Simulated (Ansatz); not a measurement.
The same path of CH3F2Sc (7 atoms, charge 0, multiplicity 1) was run 3 times with different band settings. The coordinate that changes most is the dihedral H6–C1–Sc2–F4.

Theory: RKS B3LYP/def2-SVP (Ansatz).

Relaxed end points:

```xyz
7
Properties=species:S:1:pos:R:3
C -0.416 0.894 -0.214
Sc 0.463 -1.051 0.273
F 1.981 -1.080 1.294
F -0.331 -2.559 -0.395
H -1.483 0.830 -0.497
H -0.328 1.620 0.616
H 0.114 1.346 -1.078
```

```xyz
7
Properties=species:S:1:pos:R:3
C -0.398 0.897 -0.233
Sc 0.525 -1.042 0.195
F 1.990 -1.083 1.290
F -0.354 -2.549 -0.360
H 0.311 1.742 -0.156
H -0.867 0.938 -1.233
H -1.208 1.096 0.498
```

Common settings: spring 5.0 eV/Å²; start path through a guess of the saddle point; force threshold 0.03 eV/Å; end points relaxed.

| run | movable images | climbing image | optimiser | iteration limit |
| --- | --- | --- | --- | --- |
| 1 | 5 | yes | quadratic models (default) | 52 |
| 2 | 1 | no | quadratic models (default) | 60 |
| 3 | 5 | yes | fire | 51 |

(1) What does each run give, and how far can it be trusted?

## Answers

(1) Run 1: converged after 10 iterations, highest image 0.000 eV above the first end. The top lies less than 8 meV above the higher end, about what the thresholds resolve: that end is a shoulder or a very shallow well. A vibrational analysis at the climbing image gives no mode beyond 40i cm⁻¹: the surface is too flat there to confirm a saddle point.
Run 2: converged after 4 iterations, highest image 0.000 eV above the first end. The top lies less than 8 meV above the higher end, about what the thresholds resolve: that end is a shoulder or a very shallow well. No image climbed, so the highest image needn't sit at the top of the path. So few images can step over the top or miss a turn of the path.
Run 3: converged after 49 iterations, highest image 0.001 eV above the first end. The top lies less than 8 meV above the higher end, about what the thresholds resolve: that end is a shoulder or a very shallow well. Another band between the same ends (5 images) ends at a top of the same energy, where a vibrational analysis finds no clearly imaginary modes.
